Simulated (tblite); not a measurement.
Species: C₁₇H₁₁N₃S.
SMILES with atom numbers: `[C-:1]#[N+:2][c:3]1[cH:4][cH:5][c:6](/[N:7]=[N:8]/[c:9]2[cH:10][cH:11][c:12](-[c:13]3[cH:14][cH:15][cH:16][s:17]3)[cH:18][cH:19]2)[cH:20][cH:21]1` (hydrogens: H22 on C4; H23 on C5; H24 on C10; H25 on C11; H26 on C14; H27 on C15; H28 on C16; H29 on C18; H30 on C19; H31 on C20; H32 on C21)
Bond orders are those of one Lewis drawing.

Computed with GFN2-xTB (tblite), gas phase: L-BFGS steps from a force-field or distance-geometry start until the largest atomic force falls under 0.01 eV/Å.

At the end of the run (lengths in Å): N8–C9 1.370, C6–N7 1.370, C18–C19 1.373, C12–C13 1.443, C14–C15 1.406, C10–C11 1.373, C13–S17 1.745, C6–N7–N8 118.3°, N7–N8–C9 118.0°, C1–N2–C3 179.8°, N8–C9–C10 117.2°, C5–C6–N7–N8 -154°, C6–N7–N8–C9 -170°, N7–N8–C9–C10 -161°, H23–C5–C6–N7 6°, H30–C19–C9–N8 -4°.

**Question.** These geometries were met on the way; a selection of coordinates is given. Order them by energy above the end point, lowest first.
A. N8–C9 1.409, C6–N7 1.400, C18–C19 1.401, C12–C13 1.470, C14–C15 1.433, C10–C11 1.398, C13–S17 1.719, C6–N7–N8 110.5°, N7–N8–C9 110.3°, C1–N2–C3 178.6°, N8–C9–C10 119.8°, C5–C6–N7–N8 -119°, C6–N7–N8–C9 179°, N7–N8–C9–C10 -121°, H23–C5–C6–N7 2°, H30–C19–C9–N8 -2°
B. N8–C9 1.372, C6–N7 1.371, C18–C19 1.374, C12–C13 1.444, C14–C15 1.407, C10–C11 1.371, C13–S17 1.746, C6–N7–N8 122.4°, N7–N8–C9 119.8°, C1–N2–C3 176.4°, N8–C9–C10 116.9°, C5–C6–N7–N8 -116°, C6–N7–N8–C9 -175°, N7–N8–C9–C10 -152°, H23–C5–C6–N7 7°, H30–C19–C9–N8 -4°
C. N8–C9 1.373, C6–N7 1.363, C18–C19 1.375, C12–C13 1.440, C14–C15 1.406, C10–C11 1.371, C13–S17 1.742, C6–N7–N8 122.1°, N7–N8–C9 117.9°, C1–N2–C3 178.2°, N8–C9–C10 117.0°, C5–C6–N7–N8 -128°, C6–N7–N8–C9 -174°, N7–N8–C9–C10 -152°, H23–C5–C6–N7 6°, H30–C19–C9–N8 -5°
D. N8–C9 1.372, C6–N7 1.374, C18–C19 1.378, C12–C13 1.446, C14–C15 1.407, C10–C11 1.373, C13–S17 1.734, C6–N7–N8 121.9°, N7–N8–C9 121.8°, C1–N2–C3 178.4°, N8–C9–C10 116.1°, C5–C6–N7–N8 -114°, C6–N7–N8–C9 -177°, N7–N8–C9–C10 -140°, H23–C5–C6–N7 8°, H30–C19–C9–N8 -3°
E. N8–C9 1.377, C6–N7 1.376, C18–C19 1.380, C12–C13 1.465, C14–C15 1.415, C10–C11 1.382, C13–S17 1.749, C6–N7–N8 117.9°, N7–N8–C9 117.9°, C1–N2–C3 179.3°, N8–C9–C10 119.2°, C5–C6–N7–N8 -118°, C6–N7–N8–C9 -179°, N7–N8–C9–C10 -120°, H23–C5–C6–N7 0°, H30–C19–C9–N8 2°

**Answer.** C (0.069 eV), B (0.115 eV), D (0.188 eV), E (0.307 eV), A (0.554 eV).

```csv
step,E above end (eV),"rms distance from the end, all atoms (Å)",largest force (eV/Å),rms shift of all bonds from the end (Å)
59,0.069,0.437,0.187,0.003
46,0.115,0.552,0.131,0.003
25,0.188,0.712,0.192,0.005
3,0.307,0.782,0.396,0.007
0,0.554,0.785,1.988,0.016
```

Rows stand in the order of the answer.
